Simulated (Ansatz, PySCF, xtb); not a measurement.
Gas-phase reaction in SMILES: C1CN1 + 3 [H][H] (H2) -> 2 C (CH4) + N (NH3)
Each molecule is optimised on its own at B3LYP-D3(BJ)/def2-TZVP (Ansatz, an electronic-structure program).

Wanted: energy of full hydrogenation (enthalpy at 298 K, with B3LYP-D3(BJ) rigid-rotor harmonic-oscillator terms from PySCF), in kcal/mol. Correlated levels leave the core frozen unless marked. No spin-orbit coupling. Non-relativistic. CBS(X,Y): correlation extrapolated as X^-3; Hartree-Fock from the larger set. [CCSD(T)-MP2]/basis is that difference in the basis named.

```
level                                                     program  energy of full hydrogenation (kcal/mol)
-------------------------------------------------  --------------  ---------------------------------------
GFN2-xTB                                                      xtb                                    -64.8
HF/STO-3G                                                  Ansatz                                    -87.4
PBE-D3(BJ)/def2-TZVPD                              Ansatz + dftd3                                    -73.3
PBE-D4/def2-TZVPD                                  Ansatz + dftd4                                    -73.0
revPBE/def2-TZVPD                                          Ansatz                                    -72.1
BP86-D4/def2-TZVPD                                  PySCF + dftd4                                    -72.4
M06-L/def2-TZVPD                                            PySCF                                    -79.5
B3LYP-D3(BJ)/def2-TZVPD                            Ansatz + dftd3                                    -77.3
PBE0/def2-SVP                                              Ansatz                                    -76.9
PBE0/def2-QZVPP                                            Ansatz                                    -78.6
BHLYP/def2-TZVPD                                           Ansatz                                    -82.8
CAM-B3LYP-D3(BJ)/def2-TZVPD                        Ansatz + dftd3                                    -79.2
CAM-B3LYP/def2-TZVPD                                       Ansatz                                    -79.8
wB97X-V/def2-TZVPD                                         Ansatz                                    -75.4
wB97X/def2-TZVPD                                           Ansatz                                    -78.3
B2GP-PLYP/def2-TZVPD                                       Ansatz                                    -77.5
RI-MP2/cc-pVTZ                                             Ansatz                                    -75.5
SCS-MP2/6-31G*                                             Ansatz                                    -68.7
CCSD/aug-cc-pVDZ                                           Ansatz                                    -80.6
CCSD(T)/cc-pVTZ                                            Ansatz                                    -76.8
RI-MP2/CBS(cc-pVTZ,cc-pVQZ)+[CCSD(T)-MP2]/cc-pVTZ          Ansatz                                    -77.1
```
